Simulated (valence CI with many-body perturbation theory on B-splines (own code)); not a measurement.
A CI+MBPT run for Ce⁵³⁺

Calculated by configuration interaction combined with many-body perturbation theory (CI+MBPT): three valence electrons over a frozen Dirac-Fock core [He], a basis of 6 s, 6 p, 5 d, 3 f, 1 g functions for each j, with the one-electron correlation potential Σ1 (screened to all orders), the two-electron term Σ2, the three-electron term Σ3, Breit, model QED; selected single and double excitations, second order for the rest, scaled by the run's own slope (own B-spline code, finite nucleus).

Command, and the settings that its task file holds:

```sh
python run_cv.py task.json out
```

```
atom Ce  Z=58  mass_number=140  rms_radius_fm=4.8771
core [He]
valence 2s2 2p1
avg = 1
basis = S
breit = 1
cap = 20000
capref = 1200
cscale = 1
de = 0.0
dress = 0
eps = 2e-08
extrap = 1
h = 0.27
hh = 1
l2 = 3
lcore = 6
maxit = 60
n2 = 5
natural = 1
nlev = 30
nno = [3, 3, 3, 2, 1]
nroot = 26
nsp = [3, 3, 2, 1, 0]
pt2 = 1
qed = 1
rpa = 1
s1 = 1
s2 = 1
s3 = 1
screen = 1
tol = 2e-05
whole = 1
```

It took 5 s on 1 thread of Arm Neoverse V2, with other jobs on the host.

Log. The first blocks belong to the next ion, which gives the ionisation energy. Fields: 2J, parity (1 odd), roots, reference size, generating configurations, candidates as configurations/state functions, variational space P, stored matrix elements, Davidson steps; e2 is the range of second-order energies in hartree. The first line gives the box (bohr), its intervals, the orbitals and the steps of their self-consistent field. Window is the range of levels sought, series limit the energy at which the first omitted orbital would enter, core excitation an estimate of the first excitation out of the core, left out the lowest levels not solved, and shifts from estimates the range by which levels moved from their first estimate, all in cm⁻¹.

```
rmax 1.1 intervals 53 orbitals 36 references ['2s2 2p', '2s 2p2', '2p3'] scf 2 t 0.3
2J=0 par=0 roots 2 ref 15 generators 3 cand 92/92 P 107/107 nnz 0 it 0
   second order: generators 3 cand 0/0 e2 -0.00000 -0.00000
2J=0 par=1 roots 2 ref 11 generators 3 cand 73/73 P 84/84 nnz 0 it 0
   second order: generators 7 cand 0/0 e2 -0.00000 -0.00000
2J=2 par=1 roots 2 ref 28 generators 2 cand 188/188 P 214/214 nnz 0 it 0
2J=2 par=1 roots 2 ref 28 generators 2 cand 2/2 P 216/216 nnz 0 it 0
   second order: generators 2 cand 0/0 e2 -0.00000 -0.00000
reference levels 291, estimated 257, window 52012246 1/cm; series limit 66192846, core excitation 281944286
2J=1 par=1 roots 8 ref 32 generators 10 cand 218/301 P 1811/2629 nnz 8.4e+05 it 3
2J=1 par=1 roots 8 ref 32 generators 13 cand 268/403 P 1822/2646 nnz 8.5e+05 it 4
   second order: generators 14 cand 278/419 e2 -0.00000 -0.00000
2J=1 par=0 roots 9 ref 34 generators 12 cand 252/347 P 1823/2669 nnz 8.7e+05 it 4
2J=1 par=0 roots 9 ref 34 generators 14 cand 238/331 P 1841/2695 nnz 8.9e+05 it 4
   second order: generators 15 cand 246/344 e2 -0.00000 -0.00000
2J=3 par=1 roots 12 ref 47 generators 14 cand 775/1567 P 1862/3770 nnz 1.8e+06 it 4
2J=3 par=1 roots 12 ref 47 generators 16 cand 413/784 P 1923/3894 nnz 1.9e+06 it 3
   second order: generators 16 cand 352/660 e2 -0.00000 -0.00000
2J=3 par=0 roots 10 ref 45 generators 10 cand 665/1267 P 1775/3587 nnz 1.6e+06 it 4
2J=3 par=0 roots 10 ref 45 generators 13 cand 471/931 P 1817/3669 nnz 1.7e+06 it 3
   second order: generators 15 cand 589/1264 e2 -0.00000 -0.00000
2J=5 par=0 roots 7 ref 39 generators 10 cand 1032/2283 P 1730/3699 nnz 1.8e+06 it 4
2J=5 par=0 roots 7 ref 39 generators 12 cand 489/1121 P 1785/3827 nnz 1.9e+06 it 3
   second order: generators 14 cand 602/1508 e2 -0.00000 -0.00000
2J=5 par=1 roots 6 ref 36 generators 8 cand 1025/2284 P 1766/3852 nnz 1.9e+06 it 4
2J=5 par=1 roots 6 ref 36 generators 10 cand 436/968 P 1825/3997 nnz 2.1e+06 it 3
   second order: generators 10 cand 377/823 e2 -0.00000 -0.00000
2J=7 par=1 roots 2 ref 21 generators 4 cand 618/1467 P 1422/3245 nnz 1.5e+06 it 3
2J=7 par=1 roots 2 ref 21 generators 4 cand 328/743 P 1484/3373 nnz 1.6e+06 it 3
   second order: generators 5 cand 266/615 e2 -0.00000 -0.00000
2J=7 par=0 roots 1 ref 19 generators 2 cand 541/1213 P 1295/2982 nnz 1.3e+06 it 4
2J=7 par=0 roots 1 ref 19 generators 2 cand 344/747 P 1333/3064 nnz 1.4e+06 it 3
   second order: generators 4 cand 396/876 e2 -0.00000 -0.00000
2J=9 par=1 roots 1 ref 7 generators 1 cand 217/480 P 952/2147 nnz 0 it 4
2J=9 par=1 roots 1 ref 7 generators 1 cand 139/284 P 992/2222 nnz 0 it 4
   second order: generators 1 cand 99/209 e2 -0.00000 -0.00000
left out: unestimated 76788919, estimated 55577413, shifts from estimates -0 to 10
operators 0.1
```

The Davidson iterations converged.

The last digits are not significant, and no measured levels were compared; by estimate large intervals hold to a few tenths of a per cent, small ones and those within an open d or f shell to about a per cent.

```yaml
Valence_energy: -1231.659 hartree
Ionisation_energy: "10835 eV (NIST: 10840 ± 5 eV (theoretical))"
Reference_configurations_for_the_orbitals: 2s2 2p, 2s 2p2, 2p3
Radial_orbitals: 36
Box_radius: 1.081 bohr
Largest_variational_space: 3997
Lowest_levels: (2s^2 2p1/2) J=1/2 0.0, (2s 2p1/2^2) J=1/2 182.3, (2s^2 2p3/2) J=3/2 490.8, (2s 2p1/2 2p3/2) J=3/2 [a] 617.9, (2s 2p1/2 2p3/2) J=5/2 651.9, (2s 2p1/2 2p3/2) J=1/2 705.7, (2s 2p1/2 2p3/2) J=3/2 [b] 706.4, (2p1/2^2 2p3/2) J=3/2 899.8, (2s 2p3/2^2) J=5/2 1126.8, (2s 2p3/2^2) J=1/2 1207.2, (2s 2p3/2^2) J=3/2 1208.2, (2p1/2 2p3/2^2) J=3/2 1355.5, (2p1/2 2p3/2^2) J=5/2 1376.2, (2p1/2 2p3/2^2) J=1/2 1417.9 eV
```

Levels are named by their leading jj configuration (3d3/2^4 stands for four electrons in 3d with j = 3/2), which in mixed levels can hold well under half, so a name can repeat and another be missing. Letters in brackets count levels of one name in rising energy.
